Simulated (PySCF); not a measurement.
Ge(H)2(F)(OMe) (CH5FGeO), SMILES C[O][GeH2][F].

Geometry: PBE0-D3(BJ)/def2-SVP. Other conformers were not sampled.

Method: TDA-ωB97X/def2-SVPD in PySCF 2.14.0.

Vertical excitations. Gas-phase values at a fixed geometry.

Computed UV-visible absorptions:
```json
[
 {"state": "S1", "energy (eV)": "7.76", "λ (nm)": "160", "f": "0.005", "main pairs": "HOMO→LUMO+2 50 %, HOMO→LUMO+1 35 %, HOMO→LUMO+4 8 %"},
 {"state": "S2", "energy (eV)": "7.99", "λ (nm)": "155", "f": "0.013", "main pairs": "HOMO→LUMO 70 %"},
 {"state": "S3", "energy (eV)": "8.36", "λ (nm)": "148", "f": "0.014", "main pairs": "HOMO−1→LUMO 37 %, HOMO−1→LUMO+1 28 %, HOMO−1→LUMO+2 14 %, HOMO−2→LUMO 8 %"},
 {"state": "S4", "energy (eV)": "8.55", "λ (nm)": "145", "f": "0.037", "main pairs": "HOMO−1→LUMO 33 %, HOMO−1→LUMO+2 19 %, HOMO−1→LUMO+1 16 %, HOMO→LUMO+1 9 %"},
 {"state": "S5", "energy (eV)": "8.64", "λ (nm)": "143", "f": "0.054", "main pairs": "HOMO→LUMO+1 47 %, HOMO→LUMO+2 18 %, HOMO→LUMO+4 12 %, HOMO→LUMO 10 %"},
 {"state": "S6", "energy (eV)": "8.96", "λ (nm)": "138", "f": "0.010", "main pairs": "HOMO−2→LUMO 74 %"},
 {"state": "S7", "energy (eV)": "9.21", "λ (nm)": "135", "f": "0.010", "main pairs": "HOMO−2→LUMO+2 40 %, HOMO−1→LUMO+1 19 %, HOMO→LUMO+3 13 %, HOMO−2→LUMO+1 10 %"},
 {"state": "S8", "energy (eV)": "9.32", "λ (nm)": "133", "f": "0.095", "main pairs": "HOMO→LUMO+3 57 %, HOMO−1→LUMO+2 12 %, HOMO−1→LUMO+1 10 %"},
 {"state": "S9", "energy (eV)": "9.37", "λ (nm)": "132", "f": "0.097", "main pairs": "HOMO−2→LUMO+2 18 %, HOMO→LUMO+3 17 %, HOMO−1→LUMO+1 16 %, HOMO−2→LUMO+1 14 %"},
 {"state": "S10", "energy (eV)": "9.69", "λ (nm)": "128", "f": "0.014", "main pairs": "HOMO→LUMO+4 27 %, HOMO−1→LUMO+3 18 %, HOMO−2→LUMO+1 18 %, HOMO→LUMO+6 9 %"},
 {"state": "T1", "energy (eV)": "7.32", "λ (nm)": "169", "f": "0", "main pairs": "HOMO→LUMO+2 55 %, HOMO→LUMO+1 18 %, HOMO→LUMO+4 14 %"},
 {"state": "T2", "energy (eV)": "7.65", "λ (nm)": "162", "f": "0", "main pairs": "HOMO→LUMO 77 %"},
 {"state": "T3", "energy (eV)": "7.94", "λ (nm)": "156", "f": "0", "main pairs": "HOMO−1→LUMO+2 59 %, HOMO−1→LUMO+1 13 %, HOMO−1→LUMO+4 12 %"},
 {"state": "T4", "energy (eV)": "8.12", "λ (nm)": "153", "f": "0", "main pairs": "HOMO−1→LUMO 45 %, HOMO−2→LUMO 21 %, HOMO−1→LUMO+1 8 %"}
]
```
Triplets are in the Tamm–Dancoff approximation.
